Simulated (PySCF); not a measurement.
C3H5AlF2.
Numbering: `[CH2:1]=[CH:2][CH2:3][Al:4]([F:5])[F:6]` (hydrogens: H7, H8 on C1; H9 on C2; H10, H11 on C3)

The calculation used PBE0-D3(BJ)/def2-SVP geometry optimisation, gas phase (PySCF 2.14.0).

**Question.** List the bond lengths, angles and torsions at this level.

**Answer.** 
```csv
bond,length (Å)
C1=C2,1.335
C2–C3,1.502
C3–Al4,1.940
"Al4–F5, Al4–F6",1.660
C1–H7,1.093
C1–H8,1.097
C2–H9,1.099
"C3–H10, C3–H11",1.106
```

Bonds in one row agree within 0.01 Å and their mean is given. A selection of angles:
```csv
angle,degrees
C2–C1–H7,121.4
C2–C1–H8,122.1
H7–C1–H8,116.5
C1–C2–C3,126.1
C1–C2–H9,118.0
C3–C2–H9,115.9
C2–C3–Al4,114.5
C2–C3–H10,110.0
Al4–C3–H10,109.3
Al4–C3–H11,107.8
H10–C3–H11,104.3
C3–Al4–F5,121.2
C3–Al4–F6,123.0
F5–Al4–F6,115.8
```

Dihedral angles: C1–C2–C3–Al4 9° (synperiplanar); C2–C3–Al4–F5 133° (anticlinal). The mirror-image conformer, all signs reversed, is as good.

Al4 (aluminium bonded to C and 2 F) is planar (angles 123.0°, 121.2° and 115.8°, sum 360.0°, 0.00 Å off the plane of its three neighbours). Of the pairs four or more bonds apart, F6···H8 is among the closest relative to their van der Waals radii: 2.48 Å, 93 % of the sum of Bondi's values. The 2 C–C bonds span 1.335 Å (C1=C2, drawn double) to 1.502 Å (C2–C3, drawn single), a spread of 0.167 Å.

Point group: C1 (no symmetry element, even within 0.4 Å). Stationary, but not proved a minimum. The numbers are those of one conformer.
